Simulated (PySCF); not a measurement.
# Interval between two levels of Ca by level of theory

Ca [Ar] 4s2 → Ca [Ar] 4p2 [3P2, M_J = 2], as a difference of total energies. Computed with PySCF 2.14 in x2c-TZVPall-2c (6s7p3d, 42 functions), with the two-component X2C-1e Hamiltonian. Correlated levels: [Ne] frozen; the 6 highest virtual spinors dropped. "Screened" scales the spin-orbit matrix elements by Boettger's factors to mimic the two-electron term; Breit and QED terms are absent.

```json
{"method": "GHF (spin-free)", "interval between two levels (cm⁻¹)": "33765", "error (cm⁻¹)": "-4786"}
{"method": "GMP2 (spin-free)", "interval between two levels (cm⁻¹)": "39543", "error (cm⁻¹)": "+991"}
{"method": "GHF (screened spin-orbit)", "interval between two levels (cm⁻¹)": "33812", "error (cm⁻¹)": "-4740"}
{"method": "GMP2 (screened spin-orbit)", "interval between two levels (cm⁻¹)": "39594", "error (cm⁻¹)": "+1043"}
```

Reference: 38552 cm⁻¹ (measured; NIST Handbook of Basic Atomic Spectroscopic Data (Sansonetti and Martin, J. Phys. Chem. Ref. Data 34, 1559 (2005))).

Errors of the correlated levels include the incompleteness of this basis and the frozen core.

The labels give the starting determinants; with spin-orbit coupling the two ends relaxed to ⟨J²⟩ = 0.00, ⟨L²⟩ = 0.00, ⟨S²⟩ = 0.00 and ⟨J²⟩ = 6.00, ⟨L²⟩ = 2.00, ⟨S²⟩ = 2.00.
